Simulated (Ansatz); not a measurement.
Cost and result for the atomization energy of CH₈AlNOSi (13 atoms, 13 bonds).

```xyz
13

N     1.024    0.021   -1.285
C    -0.079    1.070   -1.433
Al   -0.603   -0.288   -0.150
O    -1.519   -1.597   -0.769
Si   -0.104   -0.017    2.230
H     1.151   -0.536   -2.119
H     1.917    0.393   -0.995
H    -0.442    1.106   -2.457
H     0.289    2.047   -1.129
H    -1.714   -2.371   -0.246
H     0.237   -1.300    2.917
H    -1.228    0.585    3.005
H     1.072    0.886    2.430
```

The species carries charge 0 and has multiplicity 1. The bonds changed during the relaxation, so this is another structure than the one it started from. The structure was optimised at the PBE0-D4/def2-TZVP level. It is one conformer, not always the lowest. Program: Ansatz. All runs use 4 threads of an Intel Xeon Platinum 8488C on a shared host. Times are those of one run each, without the atoms' runs, and a repeat can differ threefold. Electronic energies, without spin–orbit coupling; frozen cores. CCSD(T)/CBS adds CCSD(T) − MP2 in def2-TZVPP to the MP2 limit, and its time is that of the two runs behind it. T1 = 0.012. B3LYP takes the VWN-RPA correlation (the form of Gaussian; ORCA's B3LYP/G).

CCSD(T)/CBS is a level of theory with its own doubt, some kJ/mol a heavy atom from the limit and from the frozen cores, so smaller differences don't rank the functionals.

```tsv
level	functions	atomization (kJ/mol)	difference from CCSD(T)/CBS	per bond
CCSD(T)/def2-TZVPP	289	4283.7	-125.2	-9.6
CCSD(T)/CBS(def2)	–	4408.9	0.0	0.0
ωB97X-V/def2-TZVPP	289	4421.4	12.5	1.0
PBE-D4/def2-TZVPP (with forces)	289	4436.5	27.6	2.1
PBE0-D4/def2-TZVPP	289	4369.0	-39.9	-3.1
ωB97M-V/def2-TZVPP (with forces)	289	4408.3	-0.6	0.0
r2SCAN-D4/def2-TZVPP (with forces)	289	4397.8	-11.1	-0.9
B3LYP-D4/def2-TZVPP (with forces)	289	4393.8	-15.1	-1.2
B2PLYP/def2-TZVPP	289	4341.3	-67.6	-5.2
MP2/def2-QZVPP	551	4394.2	-14.7	-1.1
```

Q: Order the runs by time, with rough figures. (An estimate is asked.)

A: The calculation gave: PBE-D4/def2-TZVPP (with forces) 2.1 s; PBE0-D4/def2-TZVPP 2.7 s; r2SCAN-D4/def2-TZVPP (with forces) 3.5 s; B3LYP-D4/def2-TZVPP (with forces) 4.2 s; B2PLYP/def2-TZVPP 4.7 s; ωB97X-V/def2-TZVPP 6.5 s; ωB97M-V/def2-TZVPP (with forces) 8.5 s; MP2/def2-QZVPP 20 s; CCSD(T)/def2-TZVPP 2 min; CCSD(T)/CBS(def2) 2.4 min.

From PBE to PBE0 (25 % exact exchange), in def2-TZVPP and without D4, the atomization energy moves by −63.9 kJ/mol: exact exchange takes away binding that semilocal exchange gives to molecules. The D4 term adds +40.9 kJ/mol with B3LYP and +21.9 kJ/mol with PBE0; it sums over pairs of atoms, weighted by their polarisabilities, and B3LYP, whose exchange is more repulsive, gets the larger term. In def2-TZVPP, CCSD(T) changes the Hartree–Fock value by +1135.2 kJ/mol (the triples alone add +58.4 kJ/mol) and MP2 by +1171.1 kJ/mol; breaking electron pairs costs correlation energy, which Hartree–Fock lacks.
